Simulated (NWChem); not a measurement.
Species: MgH₂; SMILES [MgH2]

```xyz
3

Mg     0.0000     0.0000     0.0000
H      0.0000     0.0000    -1.7125
H      0.0000     0.0000     1.7125
```
Atoms are numbered in this order, from 1.

The geometry was optimised at B3LYP/6-31G* (spherical d).

Task: Give the principal values of the shielding tensors (ppm) of Mg1 from PBE0/pcSseg-1, GIAO (NWChem), with their diamagnetic and paramagnetic parts as GIAO splits them.

Result: 
| atom | σ11 | σ22 | σ33 | isotropic | diamagnetic | paramagnetic |
|---|---|---|---|---|---|---|
| Mg1 | 305.1 | 305.1 | 706.3 | 438.8 | 710.7 | -271.8 |
